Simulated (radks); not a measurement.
Mn+, configuration [Ar] 3d5.5 4s0.5 (fractional occupations, a model configuration).

Calculated with a radial shooting solver on a logarithmic mesh with Libxc functionals: scalar-relativistic Kohn-Sham, r2SCAN, spin-unpolarised, spherical densities, finite nucleus; meta-GGA in the generalised Kohn-Sham scheme; Fermi nuclear charge, rms radius 3.7057 fm.

Energy parts (hartree):
| part | energy |
|---|---|
| total | -1158.19805 |
| kinetic | 1171.00415 |
| electron-nucleus | -2759.82788 |
| Hartree | 482.65673 |
| exchange-correlation | -52.03106 |

Orbitals (lengths in bohr, moments of r in powers of bohr; r(90%) holds 90 % of the orbital's charge):
orbital,occ.,eigenvalue (hartree),r(90%)
1s,2,-237.3467,0.109
2s,2,-27.84834,0.432
2p,6,-23.56736,0.404
3s,2,-3.46834,1.28
3p,6,-2.27551,1.40
3d,5.5,-0.46231,2.19
4s,0.5,-0.39507,4.34

The highest occupied level is 4s at -10.751 eV. Summed over all electrons, <r^2> = 24.34 bohr^2, which gives a Langevin (diamagnetic) susceptibility term of -19.3 x 10^-6 cm^3/mol. The density falls to 0.001 e/bohr^3 at r = 3.78 bohr. The electron density at the nucleus is 1.324e+04 e/bohr^3 (large components only).
